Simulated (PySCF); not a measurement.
Delta-SCF ions had no search for a lower state. Excitations are Tamm–Dancoff values on a coarser integration grid. The basis has no diffuse functions, so Rydberg states are missing or too high.

C4H5BOS, SMILES `c1oc(c(c1)B)S` (charge 0, multiplicity 1)

Method: PBE0-D3(BJ)/def2-TZVP // PBE0-D3(BJ)/def2-SVP (PySCF 2.14.0).

```json
{
  "HOMO": "-6.44 eV",
  "dipole_moment": "0.71 D",
  "HOMO–LUMO gap": "4.66 eV",
  "LUMO": "-1.79 eV",
  "S1 excitation (TDA)": "4.05 eV",
  "S1 oscillator strength": "0.154",
  "brightest of the four lowest singlets (TDA)": "4.05 eV",
  "T1 excitation (TDA)": "2.82 eV",
  "S1–T1 gap (TDA)": "1.23 eV",
  "vertical ionisation energy (Delta-SCF)": "8.27 eV",
  "total_energy": "-17778.18 eV",
  "cost": "roughly 6 core-minutes"
}
```

```xyz
12

B     -1.4075    -1.1277    -0.4031
C     -0.1562    -0.3329    -0.0988
C      1.2287    -0.7626    -0.1028
C      1.9867     0.3036     0.2337
O      1.1856     1.3936     0.4550
C     -0.0745     1.0127     0.2577
S     -1.2602     2.2609     0.4904
H     -1.3451    -2.2968    -0.7025
H     -2.5004    -0.6014    -0.3512
H      1.5836    -1.7644    -0.3359
H      3.0516     0.4746     0.3611
H     -2.2923     1.4405     0.1964
```
Charge 0, spin multiplicity 1.
